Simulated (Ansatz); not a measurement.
Reaction (formal hydrolysis of the Sn–C bond): `C[CH2][Sn][CH2]C` + H₂O → `C[CH2][Sn][OH]` + ethane

Program: Ansatz. Geometries: PBE0-D4/def2-TZVP. ΔE: electronic, gas phase. CBS: MP2 limit from def2 TZ/QZ plus the TZ coupled-cluster correction, frozen cores. This one scheme is used for every species. Functionals use def2-TZVPP. Elements past krypton have def2 core potentials. For Sn outer-core shells are correlated without core-valence functions, which leaves a few kJ/mol of doubt a bond. Each species was taken in one conformer, which may not be the lowest.

```json
{"species": "`C[CH2][Sn][CH2]C`", "BHLYP energy (Eh)": "-372.60083"}
{"species": "H₂O", "BHLYP energy (Eh)": "-76.42312"}
{"species": "`C[CH2][Sn][OH]`", "BHLYP energy (Eh)": "-369.26739"}
{"species": "`CC`", "BHLYP energy (Eh)": "-79.80252"}
```

Task: Work out ΔE.

Result: ΔE = (-369.26739) + (-79.80252) − (-372.60083) − (-76.42312) = -0.04596 Eh = -1.25 eV. CCSD(T)/CBS gives -1.07 eV.

Task: What do rigid-rotor, harmonic-oscillator terms from PBE0-D4/def2-TZVP frequencies (298.15 K, 1 bar) make of the CCSD(T)/CBS value? (Estimate.)

Result: The calculation gave: ΔZPE = +0.06 eV, ΔH = -1.05 eV, ΔS = -11 J/(mol·K), ΔG = -1.01 eV. Modes under 50 cm⁻¹ make the entropy rough.

Largest T1 diagnostic among the species: 0.016.

From r2SCAN to r2SCAN0 (25 % exact exchange), in def2-TZVPP and without D4, ΔE moves by +0.08 eV. In def2-TZVPP, CCSD(T) changes the Hartree–Fock value by +0.18 eV (the triples alone add +0.01 eV) and MP2 by +0.19 eV.
